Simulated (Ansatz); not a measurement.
The same ligand exchange along the group B, Al, Ga, In.

Calculated with Ansatz (gas phase, PBE0-D4/def2-TZVP geometries, no zero-point term in ΔE). CBS: MP2 limit from def2 TZ/QZ plus the TZ coupled-cluster correction, frozen cores. This one scheme is used for every species. DFT in def2-TZVPP. def2 core potentials past Kr. For Ga, In outer-core shells are correlated without core-valence functions, which leaves a few kJ/mol of doubt a bond. Scalar relativity is left out up to krypton. Each species was taken in one conformer, which may not be the lowest.

| reaction | PBE0-D4 (kJ/mol) | B2PLYP (kJ/mol) | MP2/CBS(def2) (kJ/mol) | PBE-D4 (kJ/mol) | CCSD(T)/CBS(def2) (kJ/mol) |
| --- | --- | --- | --- | --- | --- |
| `FB(F)F` + `O[SiH3]` → `FB(F)O[SiH3]` + H–F | 7 | 11 | 3 | 9 | 4 |
| `[F][Al]([F])[F]` + `O[SiH3]` → `[F][Al]([F])[O][SiH3]` + H–F | 17 | 20 | 17 | 22 | 17 |
| `[F][Ga]([F])[F]` + `O[SiH3]` → `[F][Ga]([F])[O][SiH3]` + H–F | 4 | 8 | -4 | 9 | -3 |
| `[F][In]([F])[F]` + `O[SiH3]` → `[F][In]([F])[O][SiH3]` + H–F | 9 | 10 | -4 | 14 | -1 |

Largest T1 diagnostic: 0.018, for `[F][In]([F])[F]`.
